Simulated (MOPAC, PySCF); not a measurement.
C$_{2}$HNO, SMILES `N#CC=O`, neutral singlet in the gas phase. 

Cartesian coordinates (Å):
```xyz
5

N      2.0090    -0.0232    -0.7404
C      0.8682    -0.0323    -0.6521
C     -0.5939     0.0104    -0.5183
O     -1.2878    -0.9132    -0.8142
H     -0.9857     0.9607    -0.1270
```
Charge 0, multiplicity 1.

All levels are single points at this geometry (CAM-B3LYP-D3(BJ)/def2-TZVP); Pople sets use spherical d functions. Orbital energies aren't observables, and empty levels follow the basis.

```csv
level,HOMO (eV),LUMO (eV),gap (eV),dipole (D),"vertical IE, Delta-SCF (eV)"
CAM-B3LYP-D3(BJ)/def2-TZVP in PySCF,-10.75,-1.85,8.90,2.52,11.93
TPSSh-D3(BJ)/def2-TZVP in PySCF,-8.28,-3.54,4.74,2.40,11.60
B3LYP/3-21G in PySCF,-8.35,-2.65,5.70,2.17,–
SVWN5/6-31G* in PySCF,-7.21,-4.00,3.20,2.23,11.52
AM1 in MOPAC,-11.90,-0.36,11.54,2.21,–
PM7 in MOPAC,-11.51,-1.05,10.46,2.60,–
```
